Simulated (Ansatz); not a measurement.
Gas-phase electronic energies from Ansatz, PBE0-D4/def2-TZVP geometries. CBS: MP2 limit from def2 TZ/QZ plus the TZ coupled-cluster correction, frozen cores. DFT in def2-TZVPP. B3LYP here is the variant with VWN-RPA as its local correlation; programs differ in this. For Ge, Se outer-core shells are correlated without core-valence functions, which leaves a few kJ/mol of doubt a bond. Scalar relativity is left out up to krypton. Each species was taken in one conformer, which may not be the lowest.

Consider the substitution at a C–B bond: `C=CB(Cl)CO` + `[GeH3][SeH]` → `C=C[Se][GeH3]` + `OCBCl`.

```
             level  ΔE (kJ/mol)  difference from CCSD(T)/CBS
            PBE-D4         51.7                         -5.1
           PBE0-D4         57.1                          0.3
           ωB97X-V         59.1                          2.3
               PBE         51.8                         -5.0
            r2SCAN         57.2                          0.4
             B3LYP         57.6                          0.8
    MP2/def2-TZVPP         54.1                         -2.7
SCS-MP2/def2-QZVPP         54.6                         -2.2
      HF/CBS(def2)         67.9                         11.1
    CCSD/CBS(def2)         58.8                          2.0
       CCSD(T)/CBS         56.8                            0
```

Largest T1 diagnostic among the species: 0.012.

From PBE to PBE0 (25 % exact exchange), in def2-TZVPP and without D4, ΔE moves by +5.3 kJ/mol. In def2-TZVPP, CCSD(T) changes the Hartree–Fock value by −10.8 kJ/mol (the triples alone add −2.0 kJ/mol) and MP2 by −14.5 kJ/mol.
